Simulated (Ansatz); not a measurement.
Ansatz (a first-principles code) job for C3H3N2, SMILES [c]1cnc[nH]1, multiplicity 2, r2SCAN-D4/def2-SVP. 

Ansatz 0.2 input:
```yaml
crystal:
  periodic: [false, false, false]
  atoms:
    - {symbol: C, position_ang: [1.16403895, 0.20620260, 0.00000000]}
    - {symbol: C, position_ang: [0.22411709, 1.18521997, 0.00000000]}
    - {symbol: N, position_ang: [-0.98855129, 0.58021484, -0.00000000]}
    - {symbol: C, position_ang: [-0.79616419, -0.71797851, 0.00000000]}
    - {symbol: N, position_ang: [0.52107652, -0.99982774, -0.00000000]}
    - {symbol: H, position_ang: [0.33328931, 2.24741579, -0.00000000]}
    - {symbol: H, position_ang: [-1.57941288, -1.44847650, 0.00000000]}
    - {symbol: H, position_ang: [0.96649587, -1.90231333, -0.00000000]}
basis:
  gaussian:
    orbitals: def2-SVP
hamiltonian:
  xc: r2scan
  dispersion: d4
magnetization: {spin_polarized: true, initial_magnetization: 1}
relax: {f_tol: 0.002, max_steps: 200}
```

Program output:

```
WARN ansatz: RAYON_NUM_THREADS=1 ignored (pool sized by the plan → 1); use --threads N
Functional definition: r2SCAN
integrals: 0.03 GiB planned
992 factors; their error is unknown
mean field: 0.30 GiB planned
mean field evaluation 1: about -6122.9653 eV, gradient 3.5e1 eV
mean field evaluation 2: about -6104.4379 eV, gradient 6.8e1 eV
mean field evaluation 4: about -6128.8194 eV, gradient 4.6e0 eV
mean field evaluation 8: about -6128.9206 eV, gradient 2.0e-1 eV
mean field evaluation 16: about -6128.8466 eV, gradient 3.6e-3 eV
mean field -6128.84659843 eV, -225.2309582108 hartree, gradient 4.3e-5 eV, S^2 0.761592; 2 other end points of the search recorded, 0 dependent functions left out
the calculation of the forces begins
reference -6128.84660663 eV, -225.2309585123 hartree; 18, 17 occupied and 67, 68 virtual orbitals, 992 factors
relax step   1: F+E_penalty+E_count = -6128.88462369 eV  Δ(F+E_penalty+E_count) = +0.000e0 eV  max|allowed force component| = 1.095e0 eV/Å  Δτ_max = 0.0000 Å  (62 SCF iters, accepted)
these checks for a lower state are left out or cut short: starts, cluster_reference, orbital_swaps, neighbouring_geometries, increment
integrals: 0.03 GiB planned
992 factors; their error is unknown
mean field: 0.30 GiB planned
mean field evaluation 32: about -6128.9637 eV, gradient 6.5e-3 eV
mean field -6128.88929895 eV, -225.2325274260 hartree, gradient 1.0e-5 eV, S^2 0.762187; 0 other end points of the search recorded, 0 dependent functions left out
the calculation of the forces begins
reference -6128.88930718 eV, -225.2325277285 hartree; 18, 17 occupied and 67, 68 virtual orbitals, 992 factors
relax step   2: F+E_penalty+E_count = -6128.92732839 eV  Δ(F+E_penalty+E_count) = -4.270e-2 eV  max|allowed force component| = 4.121e-1 eV/Å  Δτ_max = 0.0228 Å  (43 SCF iters, accepted)
these checks for a lower state are left out or cut short: starts, cluster_reference, orbital_swaps, neighbouring_geometries, increment
integrals: 0.03 GiB planned
992 factors; their error is unknown
mean field: 0.30 GiB planned
mean field -6128.89517421 eV, -225.2327433378 hartree, gradient 1.1e-5 eV, S^2 0.762486; 0 other end points of the search recorded, 0 dependent functions left out
the calculation of the forces begins
reference -6128.89518244 eV, -225.2327436405 hartree; 18, 17 occupied and 67, 68 virtual orbitals, 992 factors
relax step   3: F+E_penalty+E_count = -6128.93320299 eV  Δ(F+E_penalty+E_count) = -5.875e-3 eV  max|allowed force component| = 8.883e-2 eV/Å  Δτ_max = 0.0099 Å  (43 SCF iters, accepted)
these checks for a lower state are left out or cut short: starts, cluster_reference, orbital_swaps, neighbouring_geometries, increment
integrals: 0.03 GiB planned
992 factors; their error is unknown
mean field: 0.30 GiB planned
mean field -6128.89554338 eV, -225.2327569047 hartree, gradient 1.4e-5 eV, S^2 0.762493; 0 other end points of the search recorded, 0 dependent functions left out
the calculation of the forces begins
reference -6128.89555162 eV, -225.2327572074 hartree; 18, 17 occupied and 67, 68 virtual orbitals, 992 factors
relax step   4: F+E_penalty+E_count = -6128.93357203 eV  Δ(F+E_penalty+E_count) = -3.690e-4 eV  max|allowed force component| = 3.428e-2 eV/Å  Δτ_max = 0.0043 Å  (45 SCF iters, accepted)
these checks for a lower state are left out or cut short: starts, cluster_reference, orbital_swaps, neighbouring_geometries, increment
integrals: 0.03 GiB planned
992 factors; their error is unknown
mean field: 0.30 GiB planned
mean field -6128.89559406 eV, -225.2327587671 hartree, gradient 1.4e-5 eV, S^2 0.762461; 0 other end points of the search recorded, 0 dependent functions left out
the calculation of the forces begins
reference -6128.89560229 eV, -225.2327590697 hartree; 18, 17 occupied and 67, 68 virtual orbitals, 992 factors
relax step   5: F+E_penalty+E_count = -6128.93362218 eV  Δ(F+E_penalty+E_count) = -5.015e-5 eV  max|allowed force component| = 3.919e-2 eV/Å  Δτ_max = 0.0058 Å  (45 SCF iters, accepted)
these checks for a lower state are left out or cut short: starts, cluster_reference, orbital_swaps, neighbouring_geometries, increment
integrals: 0.03 GiB planned
992 factors; their error is unknown
mean field: 0.30 GiB planned
mean field evaluation 64: about -6128.9701 eV, gradient 2.5e-4 eV
mean field -6128.89566802 eV, -225.2327614852 hartree, gradient 1.4e-5 eV, S^2 0.762476; 0 other end points of the search recorded, 0 dependent functions left out
the calculation of the forces begins
reference -6128.89567626 eV, -225.2327617878 hartree; 18, 17 occupied and 67, 68 virtual orbitals, 992 factors
relax step   6: F+E_penalty+E_count = -6128.93369725 eV  Δ(F+E_penalty+E_count) = -7.506e-5 eV  max|allowed force component| = 5.223e-3 eV/Å  Δτ_max = 0.0022 Å  (45 SCF iters, accepted)
these checks for a lower state are left out or cut short: starts, cluster_reference, orbital_swaps, neighbouring_geometries, increment
integrals: 0.03 GiB planned
992 factors; their error is unknown
mean field: 0.30 GiB planned
mean field -6128.89566835 eV, -225.2327614970 hartree, gradient 2.5e-5 eV, S^2 0.762478; 0 other end points of the search recorded, 0 dependent functions left out
the calculation of the forces begins
reference -6128.89567658 eV, -225.2327617996 hartree; 18, 17 occupied and 67, 68 virtual orbitals, 992 factors
relax step   7: F+E_penalty+E_count = -6128.93369759 eV  Δ(F+E_penalty+E_count) = -3.418e-7 eV  max|allowed force component| = 9.645e-4 eV/Å  Δτ_max = 0.0001 Å  (29 SCF iters, accepted)
integrals: 0.03 GiB planned
992 factors; their error is unknown
mean field: 0.30 GiB planned
mean field evaluation 96: about -6128.8957 eV, gradient 7.4e-4 eV
mean field -6128.89566835 eV, -225.2327614970 hartree, gradient 2.5e-5 eV, S^2 0.762478; 2 other end points of the search recorded, 0 dependent functions left out
the calculation of the forces begins
reference -6128.89567658 eV, -225.2327617996 hartree; 18, 17 occupied and 67, 68 virtual orbitals, 992 factors
Total energy: -6128.93370582 eV, -225.2341593485 hartree
Atom 0 at     1.174853     0.203211     0.000000 Å, force     0.000364    -0.000015    -0.000000 eV/Å
Atom 1 at     0.225516     1.195120     0.000000 Å, force    -0.000204    -0.000103     0.000000 eV/Å
Atom 2 at    -1.011032     0.589597    -0.000000 Å, force     0.000519    -0.000965    -0.000000 eV/Å
Atom 3 at    -0.806905    -0.712331     0.000000 Å, force    -0.000774     0.000528     0.000000 eV/Å
Atom 4 at     0.529460    -1.002657    -0.000000 Å, force     0.000186     0.000377     0.000000 eV/Å
Atom 5 at     0.348560     2.276103    -0.000000 Å, force     0.000099     0.000193     0.000000 eV/Å
Atom 6 at    -1.581272    -1.480649     0.000000 Å, force    -0.000093    -0.000114    -0.000000 eV/Å
Atom 7 at     0.965709    -1.917937    -0.000000 Å, force    -0.000097     0.000098    -0.000000 eV/Å
Dipole moment:     0.287245    -0.600555     0.000000 e Å
```

Self-consistency was reached.

Cost: around 26 core-seconds (rough).
